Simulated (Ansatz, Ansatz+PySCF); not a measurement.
```xyz
4

O     0.0000    0.0000   -2.1389
O     0.0000    0.0000    2.1389
Li   30.0000    0.0000   -1.4381
H    30.0000    0.0000    4.3142
```

Basis set: 6-31G (spherical functions). Left uncorrelated: 2 orbitals. Correlation on ROHF uses semicanonical orbitals with singles. Charge 0, multiplicity 3.

Computed with Ansatz (development build ahead of 0.2.0); each method stands on the lowest determinant of its kind that the runs found.

The atomization energy at this shape (free ground-state atoms in the same class of orbitals less the molecule, no zero-point energy) of triplet LiHO₂ in separate pieces:

```
      method  atomization energy
 UHF-CCSD(T)             0.00 eV
     UHF-MP2             0.00 eV
         UHF             0.00 eV
ROHF-CCSD(T)            -4.63 eV
        ROHF            -6.66 eV
```

Problem. What does ROHF-MP2 give?

Solution. -5.81 eV. Caution for UHF-CCSD(T), UHF-MP2: bonds are stretched, where a single reference can fail. Caution for UHF-CCSD(T), UHF-MP2, UHF: the unrestricted determinant is a mixture of spin states. Caution for ROHF-CCSD(T), ROHF-MP2, ROHF: an unrestricted determinant lies well below; the molecule lies well above its atoms at this level. Caution for ROHF-CCSD(T), ROHF-MP2: large amplitudes, a single reference is doubtful. Caution for ROHF-CCSD(T): the program doubts this total; the program finds a lower state of this spin.

This basis has no polarisation functions and is too small for such energies, which can lie far from measured ones in either direction.
